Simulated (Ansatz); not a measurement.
`[F][Ga]([SH])[SH]` + CH₃OH → `C[O][Ga]([SH])[SH]` + H–F  (ligand exchange at a Ga–F bond)

Gas-phase electronic energies from Ansatz, PBE0-D4/def2-TZVP geometries. CCSD(T)/CBS is the MP2 limit (def2-TZVPP, def2-QZVPP) plus CCSD(T) − MP2 in def2-TZVPP, frozen cores. This one scheme is used for every species. For Ga outer-core shells are correlated without core-valence functions, which leaves a few kJ/mol of doubt a bond. Scalar relativity is left out up to krypton. Each species was taken in one conformer, which may not be the lowest.

```tsv
species	SCS-MP2/def2-TZVPP energy (Eh)
`[F][Ga]([SH])[SH]`	-2819.91283
CH₃OH	-115.52242
`C[O][Ga]([SH])[SH]`	-2835.09467
H–F	-100.33020
```

(1) Work out ΔE.

Largest T1 diagnostic among the species: 0.013.

Answers

(1) ΔE = (-2835.09467) + (-100.33020) − (-2819.91283) − (-115.52242) = 0.01038 Eh = +27.3 kJ/mol. CCSD(T)/CBS gives +23.7 kJ/mol.

In def2-TZVPP, CCSD(T) changes the Hartree–Fock value by −21.1 kJ/mol (the triples alone add −3.1 kJ/mol) and MP2 by −24.9 kJ/mol. The D4 term adds −9.9 kJ/mol with B3LYP and −5.6 kJ/mol with PBE0; it sums over pairs of atoms, weighted by their polarisabilities, and B3LYP, whose exchange is more repulsive, gets the larger term.

B3LYP here is the variant with VWN-RPA as its local correlation; programs differ in this.
